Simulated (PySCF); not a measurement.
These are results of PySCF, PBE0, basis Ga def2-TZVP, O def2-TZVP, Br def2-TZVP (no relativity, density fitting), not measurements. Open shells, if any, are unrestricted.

Q: What shape and geometry does isolated singlet GaOBr take (every ligand bound to Ga)?

A: Counting electrons, gallium keeps none of its valence electrons outside its bonds, so the VSEPR class is AX2 and the expected shape is linear; with unlike ligands the computed point group is C∞v. The lowest minimum found is a singlet of C∞v symmetry with Ga–Br 2.223 Å, Ga–O 1.645 Å; Br–Ga–O 180.0°. Its harmonic wavenumbers are 144 (π), 322 (σ+), 952 (σ+) cm⁻¹ and its dipole moment is 3.80 D.

Other isomers or separated fragments may lie lower.
